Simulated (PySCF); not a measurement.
## Rubidium: a sound run and one with changed settings

Sound run: Rb⁺ [Kr], Rb²⁺ [Ar] 3d10 4s2 4p5. All numbers are calculated (PySCF 2.14, scalar relativity by spin-free X2C-1e, in cc-pVDZ-X2C (6s5p3d, 36 functions)). The sound run starts from symmetry-adapted Hartree-Fock orbitals and uses a fine grid where one is needed.

Changed run: 14 angular points. This setting is unsound on purpose.

| species | method | sound run (hartree) | changed run (hartree) | converged |
| --- | --- | --- | --- | --- |
| Rb⁺ | UHF | -2979.00309 | -2979.00309 | yes |
| Rb⁺ | TPSS | -2980.74161 | -2980.74161 | yes |
| Rb⁺ | LDA | -2976.81808 | -2976.81808 | yes |
| Rb²⁺ | UHF | -2978.00122 | -2978.00122 | yes |
| Rb²⁺ | TPSS | -2979.70078 | -2979.70162 | yes |
| Rb²⁺ | LDA | -2975.76807 | -2975.76864 | yes |

Ionisation energy of Rb⁺:

| method | sound run (eV) | changed run (eV) |
| --- | --- | --- |
| UHF | 27.262 | 27.262 |
| TPSS | 28.322 | 28.300 |
| LDA | 28.572 | 28.557 |

A coarse angular grid integrates products of high-l functions wrongly, so density functionals can shift, and the SCF can exploit the error; Hartree-Fock and MP2 need no grid.

For comparison, NIST gives 27.290 eV between the lowest levels.
